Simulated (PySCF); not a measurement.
# How methods differ on the ionisation energy of Gd⁵³⁺

Gd⁵³⁺ [Ne] 3s1 (2S) → Gd⁵⁴⁺ [Ne] (1S), as a difference of total energies. All numbers are calculated (PySCF 2.14, scalar relativity by spin-free X2C-1e, in an uncontracted even-tempered set (17 s from 13 bohr⁻², ratio 2.5; 12 p from 17 bohr⁻², ratio 2.5; 4 d from 60 bohr⁻², ratio 2.7; 4 f from 90 bohr⁻², ratio 2.7)). Correlated levels: outer shells: 1s2 frozen; virtual orbitals above 40 to 60 times the deepest correlated orbital energy dropped. The calculations carry no spin-orbit coupling.

| method | ionisation energy (eV) |
| --- | --- |
| UHF | 5026.6 |
| LDA | 5029.8 |
| PBE | 5034.1 |
| PBE0 | 5032.3 |
| r2SCAN | 5025.5 |
| TPSS | 5031.2 |
| BP86 | 5032.7 |
| MP2 (outer shells) | 5027.3 |
| SCS-MP2 (outer shells) | 5027.2 |

Breit and QED terms and the two-electron picture change are absent.

For comparison: 5025 ± 5 eV (theoretical estimate listed by NIST; NIST Atomic Spectra Database, ionization energies).
